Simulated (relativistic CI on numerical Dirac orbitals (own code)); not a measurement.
## Transition arrays of Nd XX

Computed by Dirac-Coulomb-Breit CI, KLI orbitals optimised for each configuration, model QED, valence Slater integrals scaled by 0.9, whole transition arrays (own radial code, finite nucleus).

CI space (outside the closed core [Ar] 3d10 4s2): 4p6.4d5, 4p6.4d4.4f, 4p5.4d6, 4p6.4d4.5p, 4p6.4d4.5f. Levels of other configurations are missing.

All E1 lines from the levels of 4p6.4d5; mean and standard deviation are weighted by gf, and upper levels are sorted by their leading configuration.

```csv
Upper configuration,Lines,Σgf,Mean (eV),Mean (nm),σ (eV),Strongest line (nm)
4p6.4d4.4f,6225,1370.5,154.07,8.047,5.30,7.991
4p5.4d6,2490,365.3,154.04,8.049,11.58,7.868
4p6.4d4.5p,3245,129.5,208.32,5.952,3.68,6.015
4p6.4d4.5f,5470,150.9,307.05,4.038,3.60,4.002
```

Σgf per state of the lower configuration in bins of 0.2 nm over the central range (centre: value): 3.9: 0.13, 4.1: 0.46, 5.7: 0.03, 5.9: 0.34, 6.1: 0.13, 7.5: 0.10, 7.7: 0.42, 7.9: 2.85, 8.1: 2.96, 8.3: 0.21, 8.5: 0.04, 8.7: 0.03.

How do configuration mixing and the scaling of the Slater integrals move the arrays?

Slater scale 0.9, no configuration mixing: 4p6.4d4.4f 146.2 ± 6.4 eV (Σgf 964.3), 4p5.4d6 136.5 ± 13.2 eV (Σgf 610.5), 4p6.4d4.5p 208.5 ± 3.6 eV (Σgf 152.1), 4p6.4d4.5f 306.9 ± 3.6 eV (Σgf 171.0); Slater scale 1: 4p6.4d4.4f 157.0 ± 5.4 eV (Σgf 1499.0), 4p5.4d6 156.4 ± 13.0 eV (Σgf 271.6), 4p6.4d4.5p 208.3 ± 3.9 eV (Σgf 126.1), 4p6.4d4.5f 307.1 ± 3.8 eV (Σgf 150.0); Slater scale 0.8: 4p6.4d4.4f 151.2 ± 5.1 eV (Σgf 1299.0), 4p5.4d6 151.4 ± 11.2 eV (Σgf 402.1), 4p6.4d4.5p 208.3 ± 3.4 eV (Σgf 132.7), 4p6.4d4.5f 307.0 ± 3.4 eV (Σgf 151.7). With mixing, levels are counted to their leading configuration, so an array can shrink or vanish into another, and the sums then hold other lines.
